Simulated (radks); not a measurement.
The numbers below are computed, except where a source is named.
Q: Species: the zinc ion Zn24+. Configuration: [He] 2s2 2p2. Code: a radial shooting solver on a logarithmic mesh with Libxc functionals. Model: Dirac Kohn-Sham, PBE, spin-unpolarised, spherical densities, point nucleus; open shells fill j = l - 1/2 first. Some entries of the table are withheld. Estimate them.

orbital,occ.,eigenvalue (hartree),<r> (bohr)
1s1/2,2,-404.5583,(1)
2s1/2,2,(2),0.2117
2p1/2,2,-84.51217,0.1803
2p3/2,0,-83.46240,0.1832

A: 
(1) 1s1/2 <r> (bohr): 0.05011
(2) 2s1/2 eigenvalue (hartree): -87.81875
